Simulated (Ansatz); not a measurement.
Zn₈S₇Cl₂. Charge 0, multiplicity 1. Geometry r2SCAN-D4/def2-SVP.

```xyz
17

S     2.123   -3.164    1.118
Zn    2.557   -1.028    0.918
Zn    0.630   -2.533   -0.373
S    -0.662   -0.638    0.376
S     2.816    0.628   -0.662
Zn    0.847    1.305    0.356
Zn   -0.513   -0.256    2.637
S    -1.970    0.860    3.879
S    -0.835    2.949    0.290
Zn   -1.695    2.124    2.158
S     0.328   -2.287   -2.665
Zn    1.331   -0.287   -2.125
Zn   -1.584   -1.072   -2.504
S    -3.352    0.129   -2.149
Zn   -1.803    1.298   -1.066
Cl    1.761    0.536    2.691
Cl    0.022    1.437   -2.878
```

The 6-31G sets use Cartesian d functions. Single mean-field runs in def2-SVP, def2-TZVP are fitted with def2-universal-jkfit.

Problem. Estimate the orbital energies around the gap (eV) in Ansatz with HF/6-31G, PBE-D4/def2-TZVP, BLYP-D4/def2-TZVP, PBE0-D4/def2-SVP, PBE0-D4/def2-TZVP.

Solution. 
```json
{"orbital": "HOMO−9", "HF/6-31G": "-11.57", "PBE-D4/def2-TZVP": "-7.61", "BLYP-D4/def2-TZVP": "-7.39", "PBE0-D4/def2-SVP": "-8.68", "PBE0-D4/def2-TZVP": "-8.75"}
{"orbital": "HOMO−8", "HF/6-31G": "-11.49", "PBE-D4/def2-TZVP": "-7.36", "BLYP-D4/def2-TZVP": "-7.15", "PBE0-D4/def2-SVP": "-8.42", "PBE0-D4/def2-TZVP": "-8.49"}
{"orbital": "HOMO−7", "HF/6-31G": "-11.30", "PBE-D4/def2-TZVP": "-7.35", "BLYP-D4/def2-TZVP": "-7.15", "PBE0-D4/def2-SVP": "-8.32", "PBE0-D4/def2-TZVP": "-8.43"}
{"orbital": "HOMO−6", "HF/6-31G": "-11.07", "PBE-D4/def2-TZVP": "-7.15", "BLYP-D4/def2-TZVP": "-6.94", "PBE0-D4/def2-SVP": "-8.15", "PBE0-D4/def2-TZVP": "-8.23"}
{"orbital": "HOMO−5", "HF/6-31G": "-11.03", "PBE-D4/def2-TZVP": "-7.02", "BLYP-D4/def2-TZVP": "-6.82", "PBE0-D4/def2-SVP": "-8.09", "PBE0-D4/def2-TZVP": "-8.13"}
{"orbital": "HOMO−4", "HF/6-31G": "-10.91", "PBE-D4/def2-TZVP": "-6.87", "BLYP-D4/def2-TZVP": "-6.67", "PBE0-D4/def2-SVP": "-7.98", "PBE0-D4/def2-TZVP": "-8.01"}
{"orbital": "HOMO−3", "HF/6-31G": "-10.45", "PBE-D4/def2-TZVP": "-6.60", "BLYP-D4/def2-TZVP": "-6.40", "PBE0-D4/def2-SVP": "-7.58", "PBE0-D4/def2-TZVP": "-7.68"}
{"orbital": "HOMO−2", "HF/6-31G": "-10.31", "PBE-D4/def2-TZVP": "-6.25", "BLYP-D4/def2-TZVP": "-6.05", "PBE0-D4/def2-SVP": "-7.22", "PBE0-D4/def2-TZVP": "-7.37"}
{"orbital": "HOMO−1", "HF/6-31G": "-9.99", "PBE-D4/def2-TZVP": "-5.89", "BLYP-D4/def2-TZVP": "-5.69", "PBE0-D4/def2-SVP": "-6.82", "PBE0-D4/def2-TZVP": "-7.00"}
{"orbital": "HOMO", "HF/6-31G": "-9.61", "PBE-D4/def2-TZVP": "-5.68", "BLYP-D4/def2-TZVP": "-5.49", "PBE0-D4/def2-SVP": "-6.58", "PBE0-D4/def2-TZVP": "-6.77"}
{"orbital": "LUMO", "HF/6-31G": "-0.17", "PBE-D4/def2-TZVP": "-3.26", "BLYP-D4/def2-TZVP": "-3.18", "PBE0-D4/def2-SVP": "-2.28", "PBE0-D4/def2-TZVP": "-2.49"}
{"orbital": "LUMO+1", "HF/6-31G": "0.29", "PBE-D4/def2-TZVP": "-2.96", "BLYP-D4/def2-TZVP": "-2.86", "PBE0-D4/def2-SVP": "-1.91", "PBE0-D4/def2-TZVP": "-2.20"}
{"orbital": "LUMO+2", "HF/6-31G": "0.66", "PBE-D4/def2-TZVP": "-2.55", "BLYP-D4/def2-TZVP": "-2.45", "PBE0-D4/def2-SVP": "-1.51", "PBE0-D4/def2-TZVP": "-1.75"}
{"orbital": "LUMO+3", "HF/6-31G": "1.00", "PBE-D4/def2-TZVP": "-2.34", "BLYP-D4/def2-TZVP": "-2.22", "PBE0-D4/def2-SVP": "-1.17", "PBE0-D4/def2-TZVP": "-1.54"}
{"orbital": "LUMO+4", "HF/6-31G": "1.32", "PBE-D4/def2-TZVP": "-2.08", "BLYP-D4/def2-TZVP": "-1.97", "PBE0-D4/def2-SVP": "-0.98", "PBE0-D4/def2-TZVP": "-1.24"}
{"orbital": "LUMO+5", "HF/6-31G": "1.38", "PBE-D4/def2-TZVP": "-2.07", "BLYP-D4/def2-TZVP": "-1.95", "PBE0-D4/def2-SVP": "-0.84", "PBE0-D4/def2-TZVP": "-1.19"}
```
